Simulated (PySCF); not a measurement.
**Spinor energies of Pm³¹⁺ (promethium, charge +31)**

Start: [Ar] 3d10 4s2. Calculated with PySCF 2.14 in an even-tempered Gaussian basis (19 s from 1.2 bohr⁻², ratio 2.6; 15 p from 1.6 bohr⁻², ratio 2.6; 10 d from 1.6 bohr⁻², ratio 2.6; 6 f from 1.6 bohr⁻², ratio 2.8): generalised Hartree-Fock with the X2C-1e Hamiltonian and a Gaussian nucleus; spin-orbit coupling (SO) screened by Boettger's factors.

```
spinor shell  electrons  ε, screened SO (eV)  weight of nominal j (screened SO)  rms radius, screened SO (bohr)
       1s1/2          2             -46570.8                              1.000                          0.0264
       2s1/2          2              -8638.4                              1.000                           0.107
       2p1/2          2              -8230.2                              1.000                          0.0916
       2p3/2          4              -7663.7                              1.000                          0.0977
       3s1/2          2              -2761.1                              1.000                           0.273
       3p1/2          2              -2584.8                              1.000                           0.264
       3p3/2          4              -2463.9                              1.000                           0.276
       3d3/2          4              -2170.2                              1.000                           0.247
       4s1/2          2              -1259.4                              1.000                           0.564
```

Q: Where does 3d5/2 lie, and what is the 3d spin-orbit splitting (screened SO)?

A: At -2144.1 eV, 26.098 eV above 3d3/2.

```tsv
quantity	screened SO
E (hartree)	-9506.32008
M_J	0
⟨J²⟩	0.000
⟨L²⟩	0.026
⟨S²⟩	0.026
```

Breit and QED terms are absent; they matter most for the inner s and p1/2 levels.

Densities and radii are taken from the X2C orbitals without a picture-change correction, which distorts them close to the nucleus.
